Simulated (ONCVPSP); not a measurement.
How hard is this germanium (Ge) ONCV potential?

* Element: germanium
* Generator: ONCVPSP 4.0.1
* Type: optimised norm-conserving Vanderbilt (ONCV)
* Functional: PBE
* Relativity: scalar-relativistic
* Frozen core: [Ar] 3d10
* Valence charge: 4
* Reference configuration: 4s2 (charge +2)
* Partial waves: 4s: rc 1.45 bohr, ncon 3, nbas 7, qcut 3.8 1/bohr, 2 projectors, debl 1.1 Ha; p scattering state at 0.18 Ha: rc 1.25 bohr, ncon 4, nbas 7, qcut 7 1/bohr, 2 projectors, debl 3.9 Ha; d scattering state at 0.07 Ha: rc 1.50 bohr, ncon 3, nbas 6, qcut 5.7 1/bohr, 2 projectors, debl 2.7 Ha
* Local potential: polynomial inside 1.20 bohr (lpopt 4, dvloc0 0 Ha)
* Core correction: none

**Question.** For each optimised wave give the share of its norm inside rc, the residual kinetic energy above qcut (Ha) and the cutoffs (Ha) for errors of 10, 1, 0.1 and 0.01 mHa per electron.

**Answer.**

```json
{"wave": "4s", "norm inside rc": "0.241", "residual KE": "3.7e-03", "10 mHa": "6.0", "1 mHa": "13.8", "0.1 mHa": "50.5", "0.01 mHa": "65.9"}
{"wave": "s projector 2", "norm inside rc": "0.084", "residual KE": "4.0e-03", "10 mHa": "5.9", "1 mHa": "18.6", "0.1 mHa": "86.4", "0.01 mHa": "151.1"}
{"wave": "p projector 1", "norm inside rc": "0.044", "residual KE": "4.4e-03", "10 mHa": "19.4", "1 mHa": "74.4", "0.1 mHa": "95.5", "0.01 mHa": "136.6"}
{"wave": "p projector 2", "norm inside rc": "0.053", "residual KE": "8.0e-03", "10 mHa": "22.1", "1 mHa": "104.8", "0.1 mHa": "130.9", "0.01 mHa": "175.7"}
{"wave": "d projector 1", "norm inside rc": "0.033", "residual KE": "6.9e-03", "10 mHa": "14.4", "1 mHa": "55.1", "0.1 mHa": "not reached", "0.01 mHa": "not reached"}
{"wave": "d projector 2", "norm inside rc": "0.090", "residual KE": "1.8e-01", "10 mHa": "72.6", "1 mHa": "112.8", "0.1 mHa": "not reached", "0.01 mHa": "not reached"}
```

The occupied waves need 14 Ha and 51 Ha for 1 and 0.1 mHa. Note: ghosts flagged at negative energy: p at -111.9 eV, d at -14.8 eV (a further GHOST(-) flag falls on a real empty level of the atom); GHOST(+) flagged for s at 68.5 eV. A true bound ghost makes a file unfit for plane-wave use. 1 of 4 tests not solved or not reliable.
